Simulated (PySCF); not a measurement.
**UHF on Bi⁻ (bismuth, charge -1)**

Configuration: [Xe] 4f14 5d10 6s2 6p4, high-spin 3P determinant. All numbers are calculated (PySCF 2.14, the spin-free X2C one-electron Hamiltonian (Gaussian nucleus), in aug-cc-pwCVTZ-DK3 (11s10p8d5f1g, 125 functions)).

- Total energy: -21527.116116 hartree
- One-electron energy: -29457.0510 hartree
- Hartree (Coulomb) energy: 8328.3623 hartree
- Exchange energy: -398.4274 hartree
- ⟨S²⟩: 2.0257
- ⟨L²⟩: 2.054
- Sum of ⟨r⟩: 55.04 bohr
- Sum of ⟨r²⟩: 101.9 bohr²
- Traceless quadrupole moment −½Σ⟨3z² − r²⟩ along its main axis: -7.25 e·bohr²
- Langevin diamagnetic susceptibility: -80.7 ×10⁻⁶ cm³/mol

```
shell  electrons  mean orbital energy (hartree)  spread (hartree)  rms radius, mean of both spins (bohr)
 1s α          1                    -3343.90653                 0                                 0.0178
 1s β          1                    -3343.90506                 0                                 0.0178
 2s β          1                     -606.49885                 0                                 0.0718
 2s α          1                     -606.49884                 0                                 0.0718
 2p α          3                     -521.58939           0.00097                                 0.0664
 2p β          3                     -521.58839           0.00031                                 0.0664
 3s α          1                     -148.94441                 0                                  0.183
 3s β          1                     -148.94337                 0                                  0.183
 3p α          3                     -124.19003           0.00250                                  0.186
 3p β          3                     -124.18814           0.00021                                  0.186
 3d α          5                      -97.92953           0.00199                                  0.170
 3d β          5                      -97.92917           0.00138                                  0.170
 4s α          1                      -35.47903                 0                                  0.400
 4s β          1                      -35.47676                 0                                  0.400
 4p α          3                      -27.19039           0.00474                                  0.427
 4p β          3                      -27.18726           0.00070                                  0.427
 4d α          5                      -17.24395           0.00430                                  0.453
 4d β          5                      -17.24297           0.00304                                  0.453
 5s α          1                       -6.44836                 0                                  0.890
 5s β          1                       -6.44205                 0                                  0.890
 4f α          7                       -6.35906           0.00481                                  0.480
 4f β          7                       -6.35813           0.00370                                  0.480
 5p α          3                       -4.01602           0.01007                                   1.01
 5p β          3                       -4.01037           0.00058                                   1.01
 5d α          5                       -1.08501           0.01322                                   1.32
 5d β          5                       -1.07699           0.00613                                   1.32
 6s α          1                       -0.52604                 0                                   2.47
 6s β          1                       -0.39744                 0                                   2.47
 6p α          3                       -0.08568           0.04101                                   3.79
 6p β          1                       -0.01931                 0                                   3.79
```

Spin-orbit coupling is strong in this species (close to jj coupling), so the high-spin LS determinant is a model state, not a physical level.

Densities and radii are taken from the X2C orbitals without a picture-change correction, which distorts them close to the nucleus.

Spin-orbit constants ζ (cm⁻¹) from the X2C one-electron operator on these orbitals: bare nucleus, nucleus screened by l(l+1)(2l+1)/3 electrons, and screened by the Breit-Pauli mean field of the electrons.

```csv
shell,bare,screened nucleus,mean field
2p,11470000,11200000,n/a
3p,2597000,2535000,n/a
3d,397500,349600,n/a
4p,636000,620700,n/a
4d,87300,76780,n/a
4f,18710,12400,n/a
5p,115200,112400,n/a
5d,10600,9320,n/a
6p,7498,7317,n/a
```

To first order the Landé constant is A = -3659 cm⁻¹, so the lowest level has J = 2 and lies 0.454 eV below the centre of the term. This holds in LS coupling only, and this species is close to jj coupling.
